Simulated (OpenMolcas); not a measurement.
F3+: effect of the IPEA shift

| Property | Result |
| --- | --- |
| Program | OpenMolcas 26.06 |
| Basis | ANO-RCC-VTZP [4s3p2d1f] |
| Scalar Hamiltonian | DKH2, point nucleus |
| Active space | 2 electrons in 3 orbitals (2p) |
| State averaging | 2S+1 = 3 even, 3 roots; 2S+1 = 1 even, 6 roots |
| Spin-orbit coupling | RASSI with atomic mean-field integrals over the reference wave functions, term energies averaged over their components |

Methods on the same reference wave functions:
A. CASSCF
B. SS-CASPT2, IPEA 0 Eh, imaginary shift 0.1 Eh (closed shells correlated: 1s 2s)
C. SS-CASPT2, IPEA 0.25 Eh, imaginary shift 0.1 Eh (closed shells correlated: 1s 2s)

Energies in cm⁻¹ above 2s² 2p² ³P₀, the measured ground level; measured values from Moore, Atomic Energy Levels, vol. I, NSRDS-NBS 35 (1971 reprint of NBS Circular 467, 1949).

```json
{"Level": "2s² 2p² ³P₀", "A": "0.0", "B": "0.0", "C": "0.0", "Measured": "0.0"}
{"Level": "2s² 2p² ³P₁", "A": "230", "B": "231", "C": "231", "Measured": "225"}
{"Level": "2s² 2p² ³P₂", "A": "674", "B": "675", "C": "675", "Measured": "613"}
{"Level": "2s² 2p² ¹D₂", "A": "27763", "B": "26100", "C": "25940", "Measured": "25241"}
{"Level": "2s² 2p² ¹S₀", "A": "68290", "B": "58390", "C": "58460", "Measured": "53544"}
```

Deviations, from unrounded energies. A percentage is the sum of absolute deviations over the sum of measured energies, with the sign that they share, or ± where signs differ.

```csv
Against measurement,Levels,A,B,C
mean absolute deviation (cm-1),4,4300,1400,1400
fine structure of the ground term (%),2,+7.8,+8.0,+8.0
other terms of the ground configuration (%),2,+21.9,+7.2,+7.1
```

B, C lie about equally close to measurement and A furthest from it. The largest miss of C in the table is 2s² 2p² ¹S₀, by +4900 cm-1. The ranking rests on the paired levels alone, and a cruder setting can come out closer through cancelling errors.

Between B and C the level of the table that moves most is 2s² 2p² ¹D₂, by 170 cm-1 (lowest in C, highest in B). Moves below CASPT2's spread within the term are not significant.

The mean deviations of B to C differ by less than CASPT2's widest spread within a term (69 cm-1), so their order carries little weight.

From A to B the spin-free energies of the other terms of 2s² 2p² shown, above ³P, scale by factors of 0.85 to 0.94.

The lowest spin-free term lies below A's lowest term by 0.092 hartree in B, 0.089 hartree in C.

CASPT2 breaks the degeneracy within a term, and the mean is taken; among the terms shown or strongly mixed into the levels shown the widest spread is 69 cm-1 (2s² 2p² ¹D, C). With the s shell closed, the reference lacks s² → p² mixing. Measured partners are found by configuration, term and J. A level has none where our copy of the source lacks it or the pairing is in doubt (some pairs that miss far off the trend of their configuration count as doubtful), and it then counts in no deviation. Levels of configurations outside the active space are missing.
